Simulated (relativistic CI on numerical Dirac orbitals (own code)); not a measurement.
Os6+: 5p photoemission

Computed with this model: Dirac-Coulomb-Breit CI, orbitals from a KLI potential per configuration, QED by a radiative potential, valence Slater integrals scaled by 0.8, multiplet model of photoemission in the sudden approximation; configurations [Xe] 4f14 5d2 → [Kr] 4d10 4f14 5s2 5p5 5d2; 300 K; Lorentzian 2.1 eV and Gaussian 0.6 eV FWHM. Energies are those of the free ion, without screening or charge transfer. The energies are binding energies and can lie tens of eV above those of solids. S is read from ⟨S²⟩ = S(S + 1).

Field parameters in Wybourne normalisation: Oh B⁴₀ = 21Dq, B⁴₄ = √(5/14) B⁴₀. The field is a parameter set, without covalency.

free ion: ground-state S = 0.92, centroid 137.03 eV. Peaks (eV, height): 131.6 (100), 138.4 (17), 140.8 (11), 146.6 (40), 153.6 (25).

Oh, 10Dq = 10000 cm⁻¹: ground-state S = 0.95, centroid 137.06 eV. Peaks (eV, height): 131.8 (100), 138.8 (18), 146.6 (42), 153.6 (22).

Oh, 10Dq = 27550 cm⁻¹: ground-state S = 0.95, centroid 137.11 eV. Peaks (eV, height): 130.8 (97), 132.0 (100), 140.6 (17), 146.6 (45), 154.4 (17).

Strongest unbroadened transitions for Oh, 10Dq = 27550 cm⁻¹:

```csv
Energy (eV),Relative strength
130.13,90.9
130.28,100.0
130.62,42.8
131.54,45.2
131.73,43.8
131.95,27.0
132.24,48.5
132.47,51.0
132.81,72.4
133.22,24.1
139.51,19.0
140.93,26.4
146.35,96.4
146.57,20.8
147.19,33.4
148.75,25.1
154.31,22.6
154.63,22.6
```
